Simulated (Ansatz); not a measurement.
`Cl[BH][SbH2]` + `C=C=N` → `C=C=[N][SbH2]` + `BCl` at 600 K and 1 bar (cleavage of the Sb–B bond).

Computed with Ansatz on PBE0-D4/def2-TZVP structures; ΔE is electronic, products minus reactants. CCSD(T)/CBS adds triple-zeta CCSD(T) − MP2 to the extrapolated MP2 energy (def2 sets, frozen cores). This one scheme is used for every species. Elements past krypton have def2 core potentials. For Sb outer-core shells are correlated without core-valence functions, which leaves a few kJ/mol of doubt a bond. Each species was taken in one conformer, which may not be the lowest.

| species | CCSD(T)/CBS energy (Eh) | H − E (kJ/mol) | S (J/(mol·K)) |
| --- | --- | --- | --- |
| `Cl[BH][SbH2]` | -726.39723 | 113.5 | 378.4 |
| `C=C=N` | -132.55079 | 148.0 | 296.9 |
| `C=C=[N][SbH2]` | -373.15774 | 176.4 | 405.4 |
| `BCl` | -485.78909 | 80.5 | 267.8 |

H − E and S are ideal-gas, rigid-rotor, harmonic terms from PBE0-D4/def2-TZVP, for one conformer and one mirror image of each species. 1 Eh = 2625.50 kJ/mol, R = 8.31446 J/(mol·K).

Q: By hand: ΔE, ΔH, ΔS and ΔG.

A: ΔE = (-373.15774) + (-485.78909) − (-726.39723) − (-132.55079) = 0.00119 Eh = 3.1 kJ/mol. Δ(H − E) = 176.4 + 80.5 − 113.5 − 148.0 = -4.6, so ΔH = -1.5 kJ/mol. ΔS = 405.4 + 267.8 − 378.4 − 296.9 = -2.1 J/(mol·K). ΔG = -1.5 − 600 × (-2.1)/1000 = -0.2 kJ/mol.

Q: By hand: the equilibrium constant, and the temperature at which ΔG would vanish if ΔH and ΔS stayed fixed.

A: log₁₀ K = −ΔG/(RT ln 10) = 0.0. ΔG = 0 at ΔH/ΔS = 714 K, though so small a ΔH makes that figure unsure.

TΔS isn't small against ΔH here. The sign of ΔG lies within the doubt. A doubt of 5 kJ/mol in ΔE shifts log₁₀ K by 0.4 here. Other conformers and mirror images would add mixing entropy, several J/(mol·K) or more a flexible species. These are equilibria of isolated gas molecules and say nothing of rates. Largest T1 diagnostic: 0.015 (customary marks: 0.02 for closed shells, 0.045 for open ones).
